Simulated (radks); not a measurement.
Values are calculated unless marked as measured or tabulated.
Problem. Species: Hg3+. Configuration: [Kr] 4d10 4f14 5p6 5d9 5f2 (not the ground configuration). Code: a radial shooting solver on a logarithmic mesh with Libxc functionals. Model: Dirac Kohn-Sham, PBE, spin-unpolarised, spherical densities, finite nucleus; open shells are shared between the two j in proportion to 2j + 1; Fermi nuclear charge, rms radius 5.4648 fm. Some entries of the table are withheld. Estimate them.

orbital,occ.,eigenvalue (hartree),<r^2> (bohr^2),r(max) (bohr)
1s1/2,2,-3052.323,0.0003810,0.01022
2s1/2,2,-542.3544,0.005741,0.05937
2p1/2,2,(1),0.004053,0.04362
2p3/2,4,(2),0.005239,0.05110
3s1/2,2,-130.3328,0.03725,0.1670
3p1/2,2,-120.5040,0.03391,0.1558
3p3/2,4,-104.6484,0.04030,0.1709
3d3/2,4,-88.31280,(3),0.1330
3d5/2,6,-84.91489,(4),0.1372
4s1/2,2,-30.33029,0.1799,0.3763
4p1/2,2,-26.10735,0.1831,0.3742
4p3/2,4,-22.27673,0.2151,0.4052
4d3/2,4,-15.35757,0.2256,0.3975
4d5/2,6,-14.64227,0.2368,0.4070
4f5/2,6,-5.73092,0.2720,0.3640
4f7/2,8,-5.57542,0.2793,0.3685
5p1/2,2,-4.87822,1.011,0.8642
5p3/2,4,-4.15831,1.200,0.9385
5d3/2,3.6,-2.14194,1.824,1.086
5d5/2,5.4,-2.05012,1.927,1.114
5f5/2,0.857143,-0.51598,11.13,2.510
5f7/2,1.14286,-0.51338,11.31,2.544

Solution. 
(1) 2p1/2 eigenvalue (hartree): -520.6237
(2) 2p3/2 eigenvalue (hartree): -449.0440
(3) 3d3/2 <r^2> (bohr^2): 0.03085
(4) 3d5/2 <r^2> (bohr^2): 0.03259
